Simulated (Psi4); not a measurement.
Cl₂Mn (SMILES [Cl][Mn][Cl]), sextet, geometry from GFN2-xTB (such geometries of metal compounds can be far from the true shape). Base run: Psi4 1.11 with PBE0/def2-SVP.

Geometry (Å):
```xyz
3

Mn     0.0000     0.0000     0.0000
Cl     0.0000     0.0000     1.9761
Cl     0.0000     0.0000    -1.9761
```
Charge 0, spin multiplicity 6.
Orbitals are unrestricted.
All else is at Psi4's defaults (density fitting).
Base energy -2070.55146 Eh.

Variants of this job, named by their change:

```csv
change,ΔE vs base (mEh),SCF cycles,grid points,basis functions,outcome
base,0.000,12,65366,67,converged
scf_type = pk,0.002,12,65366,67,converged
basis_guess = true,0.000,5,65366,67,converged
dft_nuclear_scheme = stratmann,-0.001,12,61540,67,converged
dft_spherical_points = 194,0.001,12,42274,67,converged
dft_spherical_points = 434,-0.007,12,94042,67,converged
scf_type = cd,-0.013,12,65366,67,converged
damping_percentage = 50,-,-,-,67,stopped with an error
scf_type = out_of_core,0.002,12,65366,67,converged
guess = sadno,0.000,9,65366,67,converged
dft_radial_points = 150,-0.004,12,129720,67,converged
guess = sapgau,0.000,9,65366,67,converged
scf_type = direct,0.002,14,65366,67,converged
```

Open shells are given as the SCF converged; they aren't shown to be the lowest states, and a large step between rows can be another state.

- damping_percentage = 50: ended with `Exception: ADIIS minimization failed. File a bug, and include your entire input and output files.`
